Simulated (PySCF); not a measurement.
Structure and vertical S1–T1 gap

Theory: TDA CAM-B3LYP/aug-cc-pVDZ excited states, vertical, gas phase (PySCF). Geometry: PBE0-D3(BJ)/def2-SVP.

Each molecule in one low-energy conformer.

Scalar relativity is left out, which matters for the atoms heavier than Zn.

(1) How does the vertical S1–T1 gap change along this series?
- FC1=CC2(C=CC=C2)C=C1 (H replaced by F)
- ClC1=CC=CC12C=CC=C2 (H replaced by Cl)
- [SiH3]C1=CC2(C=CC=C2)C=C1 (H replaced by SiH3)
- BrC1=CC=CC12C=CC=C2 (H replaced by Br)

Answers

(1) 
| molecule | S1 (eV) | S1 from | f(S1) | T1 (eV) | T1 from | S1 − T1 (eV) | S0–T1 spin-orbit coupling (cm⁻¹) | S1–T1 spin-orbit coupling (cm⁻¹) |
| --- | --- | --- | --- | --- | --- | --- | --- | --- |
| FC1=CC2(C=CC=C2)C=C1 | 4.51 | HOMO→LUMO | 0.017 | 2.85 | HOMO→LUMO | 1.67 | 0.52 | 0.13 |
| ClC1=CC=CC12C=CC=C2 | 4.50 | HOMO→LUMO | 0.047 | 2.75 | HOMO→LUMO | 1.75 | 0.80 | 0.06 |
| [SiH3]C1=CC2(C=CC=C2)C=C1 | 4.33 | HOMO→LUMO | 0.013 | 2.74 | HOMO→LUMO | 1.59 | 1.00 | 0.06 |
| BrC1=CC=CC12C=CC=C2 | 4.47 | HOMO→LUMO | 0.055 | 2.75 | HOMO→LUMO | 1.72 | 0.94 | 0.10 |

The vertical S1–T1 gap is lowest for [SiH3]C1=CC2(C=CC=C2)C=C1 and highest for ClC1=CC=CC12C=CC=C2.
